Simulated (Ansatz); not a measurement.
(HMg-mu-OH)2 (Mg2O2H4), relaxed as a singlet with RKS PBE-D4/def2-SVP in Ansatz, starting from the GFN2-xTB geometry. Force threshold 0.02 eV/Å.

Start:

```xyz
8

Mg   -0.9985   -0.5904    0.6583
H    -2.1221   -1.3036    1.4275
O     0.3269    0.6581    1.0864
Mg    1.0020    0.5866   -0.6567
H     2.1823    1.2295   -1.4027
O    -0.3473   -0.6332   -1.0949
H     0.5621    1.1422    1.8776
H    -0.6054   -1.0891   -1.8955
```

| step | energy (eV) | largest force component (eV/Å) | SCF passes |
| --- | --- | --- | --- |
| 1 | -15033.2385 | 1.594 | 22 |
| 2 | -15033.7923 | 0.490 | 26 |
| 3 (rejected) | -15033.7824 | 1.124 | 27 |
| 4 | -15033.9263 | 0.138 | 26 |
| 5 | -15033.9360 | 0.216 | 26 |
| 6 | -15033.9388 | 0.008 | 27 |

Force components are those of the run's own axes.

End:

```tsv
atom	x (Å)	y (Å)	z (Å)
Mg1	-1.113	-0.655	0.732
H2	-2.397	-1.410	1.576
O3	0.332	0.636	1.075
Mg4	1.113	0.655	-0.732
H5	2.397	1.411	-1.576
O6	-0.333	-0.636	-1.075
H7	0.582	1.112	1.881
H8	-0.581	-1.113	-1.881
```

By distances, no bond broke or formed. The bond that changes most is Mg1–H2, from 1.54 to 1.71 Å (atoms count from 1).

No frequencies were taken in this run, so the end may be a saddle point.

Run time 7 s (4 threads of Intel Xeon Platinum 8375C on a shared host).
